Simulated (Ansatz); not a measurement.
`CBS[SiH2]C`, relaxed with RKS PBE-D4/def2-SVP in Ansatz from a rough embedded geometry. The force threshold is 0.03 eV/Å; the program also tests the step.

Charge 0, multiplicity 1.

Start:

```xyz
14

C    -1.383    1.313   -0.873
B    -0.027    1.697   -0.297
S     1.523    0.815   -0.862
Si    1.533   -0.619    0.719
C     0.110   -1.880    0.384
H    -1.297    0.471   -1.668
H    -1.840    2.183   -1.435
H    -2.067    0.963   -0.125
H     0.042    2.614    0.477
H     1.205    0.069    2.009
H     2.733   -1.309    0.796
H    -0.861   -1.339    0.387
H     0.082   -2.673    1.123
H     0.247   -2.304   -0.634
```

```
step  energy (eV)  largest force (eV/Å)  largest move (Å)
   1  -21589.9226                 3.135             0.000
   2  -21590.2609                 1.002             0.158
   3  -21590.3080                 0.165             0.097
   4  -21590.3479                 0.334             0.200
   5  -21590.3950                 0.327             0.195
   6  -21590.4615                 0.420             0.197
   7  -21590.5296                 0.502             0.195
   8  -21590.6145                 0.349             0.200
   9  -21590.6912                 0.230             0.196
  10  -21590.7492                 0.294             0.199
  11  -21590.7943                 0.280             0.198
  12  -21590.8284                 0.211             0.200
  13  -21590.8408                 0.234             0.200
  14  -21590.8486                 0.108             0.056
  15  -21590.8519                 0.065             0.038
  16  -21590.8527                 0.018             0.034
  17  -21590.8530                 0.032             0.034
  18  -21590.8531                 0.017             0.015
```

End:

```xyz
14

C    -1.488    2.040   -1.362
B    -0.593    1.120   -0.464
S     0.927    0.402   -1.116
Si    1.590   -0.720    0.642
C     0.445   -2.175    0.982
H    -1.132    2.181   -2.401
H    -1.583    3.039   -0.880
H    -2.526    1.640   -1.391
H    -0.906    0.885    0.694
H     1.658    0.208    1.823
H     2.978   -1.196    0.312
H    -0.585   -1.820    1.186
H     0.799   -2.745    1.866
H     0.414   -2.860    0.111
```

It took 32 s on 4 threads of a server CPU on a shared host, with 0.18 GiB of host memory at the peak.
